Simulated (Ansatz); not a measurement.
Reaction (cleavage of the Si–Si bond): `[SiH3][SiH]1COC1` + `NB[SeH]` → `NB[Se][SiH3]` + `C1OC[SiH2]1`

Program: Ansatz. Geometries: PBE0-D4/def2-TZVP. ΔE: electronic, gas phase. CBS: MP2 limit from def2 TZ/QZ plus the TZ coupled-cluster correction, frozen cores. Functionals use def2-TZVPP. B3LYP here is the variant with VWN-RPA as its local correlation; programs differ in this. For Se outer-core shells are correlated without core-valence functions, which leaves a few kJ/mol of doubt a bond. Scalar relativity is left out up to krypton. Each species was taken in one conformer, which may not be the lowest.

```json
{"level": "B3LYP-D4", "ΔE (kJ/mol)": "-52.7", "difference from CCSD(T)/CBS": "4.3"}
{"level": "ωB97X-V", "ΔE (kJ/mol)": "-52.6", "difference from CCSD(T)/CBS": "4.4"}
{"level": "PBE", "ΔE (kJ/mol)": "-43.2", "difference from CCSD(T)/CBS": "13.8"}
{"level": "r2SCAN", "ΔE (kJ/mol)": "-51.2", "difference from CCSD(T)/CBS": "5.8"}
{"level": "HF/def2-TZVPP", "ΔE (kJ/mol)": "-61.8", "difference from CCSD(T)/CBS": "-4.8"}
{"level": "MP2/def2-TZVPP", "ΔE (kJ/mol)": "-62.6", "difference from CCSD(T)/CBS": "-5.6"}
{"level": "SCS-MP2/def2-TZVPP", "ΔE (kJ/mol)": "-61.0", "difference from CCSD(T)/CBS": "-4.0"}
{"level": "SCS-MP2/def2-QZVPP", "ΔE (kJ/mol)": "-63.0", "difference from CCSD(T)/CBS": "-6.0"}
{"level": "HF/CBS(def2)", "ΔE (kJ/mol)": "-62.1", "difference from CCSD(T)/CBS": "-5.1"}
{"level": "CCSD/CBS(def2)", "ΔE (kJ/mol)": "-57.4", "difference from CCSD(T)/CBS": "-0.4"}
{"level": "CCSD(T)/CBS", "ΔE (kJ/mol)": "-57.0", "difference from CCSD(T)/CBS": "0"}
```

Largest T1 diagnostic among the species: 0.013.

From PBE to PBE0 (25 % exact exchange), in def2-TZVPP and without D4, ΔE moves by −4.6 kJ/mol.

CCSD(T)/CBS has its own doubt, a few kJ/mol and more with outer-core shells, so smaller differences from it don't rank the levels.
